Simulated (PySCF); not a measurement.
**Optical rotation: `C[C@H]1O[S@](=O)O[C@H]1F`, C$_{3}$H$_{5}$FO$_{3}$S**

Geometry:
```tsv
atom	x (Å)	y (Å)	z (Å)
C1	1.670	0.156	-0.077
C2	0.197	0.230	0.299
O3	-0.447	1.321	-0.306
S4	-1.674	0.890	-1.351
O5	-2.816	1.683	-1.065
O6	-1.840	-0.611	-0.533
C7	-0.611	-1.021	-0.145
F8	0.030	-1.618	-1.219
H9	1.783	0.069	-1.154
H10	2.126	-0.708	0.398
H11	2.170	1.059	0.259
H12	0.091	0.345	1.387
H13	-0.682	-1.794	0.629
```

The calculation used PySCF 2.14.0, TDDFT B3LYP/def2-SVPD circular dichroism and optical rotation, one conformer, gas phase. Geometry: GFN2-xTB.

States above about 8.1 eV (minus the energy of the highest occupied orbital) lie near or above the ionisation threshold and depend on the basis.

Stereocentres: C2 R, S4 S, C7 S.

Problem. What is the specific rotation at 633, 589.3, 546, 436, 405, 365, 355 nm?

Solution. [α] in deg dm⁻¹ (g/mL)⁻¹:
```csv
λ (nm),origin-invariant length gauge,modified velocity gauge,length gauge (centre of mass),isotropic polarisability (au)
633,-89.8,-88.7,-88.3,68.0
589.3,-106.5,-105.3,-104.8,68.2
546,-128.5,-127.1,-126.5,68.4
436,-233.8,-231.9,-230.6,69.6
405,-290.6,-288.5,-286.7,70.1
365,-405.3,-403.4,-400.3,71.0
355,-445.9,-444.1,-440.6,71.3
```

Problem. And for the mirror image at 589.3 nm?

Solution. +106.5 deg dm⁻¹ (g/mL)⁻¹ (origin-invariant length gauge): the same size and the opposite sign.

Problem. What is the molar rotation [Φ] = [α]·M/100 of the geometry above at 589.3 nm?

Solution. With M = 140.13 g/mol, -149.3 deg cm² dmol⁻¹ (origin-invariant length gauge).

The first excitation lies at 5.83 eV (213 nm) with R = -18.9 × 10⁻⁴⁰ esu² cm² (velocity form).
